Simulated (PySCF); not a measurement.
# Static response to an electric field

Compound: Cu(NH3)Cl (singlet state).
Geometry (PBE0-D3(BJ)/def2-SVP, Å), atoms numbered from 1 in this order:
```
atom  x, y, z in Å
Cu1   -0.0063    0.0033   -1.1398
N2     0.0020   -0.0010    0.8038
H3    -0.4078    0.8491    1.1945
H4     0.9478   -0.0709    1.1832
H5    -0.5267   -0.7850    1.1900
Cl6   -0.0092    0.0045   -3.2316
```

Level: PBE0/def2-SVPD (PySCF), static field, nuclei fixed, core orbitals frozen in the response. The polarisability tensor in these axes (au):

```
x   42.45  0.00  0.04
y    0.00 42.45 -0.02
z    0.04 -0.02 60.68
```

Q: What are the eigenvalues, a third of the trace, and Δα (Δα² = ½Σ(αi − αj)² over the three pairs)?

A: Principal values 42.45, 42.45 and 60.68 au; mean 48.52 au = 7.19 Å³ = 8.00 × 10⁻⁴⁰ C²·m²/J; Δα = 18.23 au (38 % of the mean).

Q: What is the dipole moment, and where does it point?

A: (0.03, -0.01, 9.21) D, 9.21 D in size, pointing from the negative to the positive side. Measured along this direction, the outermost atoms are Cl6 at the negative end and H3, H5 and H4 at the positive end.

Q: Find the Langevin capture rate constant for H3O+ (19.018 u) meeting this molecule (114.925 u), k = 2.342 × 10⁻⁹ cm³/s × √(α in Å³ / reduced mass in u).

A: The reduced mass is 16.32 u, so k = 1.55 × 10⁻⁹ cm³/s. The formula leaves out the permanent dipole, which adds to the capture rate.

Q: In TDDFT the mean static polarisability is Σ f/ω² over all singlet excitations (ω in hartree). How much of it do the 15 lowest give? Their energies (eV) and oscillator strengths: 4.39, 0.0040; 4.39, 0.0040; 4.69, 0.0128; 5.07, 0.0000; 5.07, 0.0000; 5.85, 0.0000; 5.85, 0.0000; 5.86, 0.0000; 5.96, 0.0273; 5.96, 0.0272; 6.02, 0.0616; 6.02, 0.0617; 6.10, 0.0422; 6.32, 0.0648; 6.32, 0.0649.

A: They add up to 7.64 au, 15.8 % of the 48.52 au; the largest single term is 1.26 au, from the state at 6.02 eV. Terms in order: 0.15, 0.15, 0.43, 0.00, 0.00, 0.00, 0.00, 0.00, 0.57, 0.57, 1.26, 1.26, 0.84, 1.20, 1.20 au. Higher excitations give the rest. The strengths listed sum to 0.371.

Q: Rayleigh depolarisation ratio (linearly polarised light, static tensor)?

A: ρ = 3Δα²/(45ᾱ² + 4Δα²) = 996.9/(105953 + 1329.2) = 0.00929.

Q: Refractivity n − 1 of an ideal gas of it at 298.15 K and 1 atm, from the electronic α?

A: N = p/kT = 2.4615 × 10¹⁹ cm⁻³, so n − 1 = 2π × N × 7.19 × 10⁻²⁴ cm³ = 1112 × 10⁻⁶ at long wavelengths, for an ideal gas.

Q: Molar refractivity from α?

A: Lorentz–Lorenz: R = (4π/3)N_A α = 2.5225 cm³/(mol·Å³) × 7.19 Å³ = 18.1 cm³/mol, in the limit of long wavelengths.

Geometry: PBE0-D3(BJ)/def2-SVP; no solvent, vibrations or thermal averaging.

These values come from a run that also computed excited states. Time: 11 s wall (with the writing of density and orbital grids). Hardware: an Arm Neoverse V1 with one thread, no GPU, on a shared host.
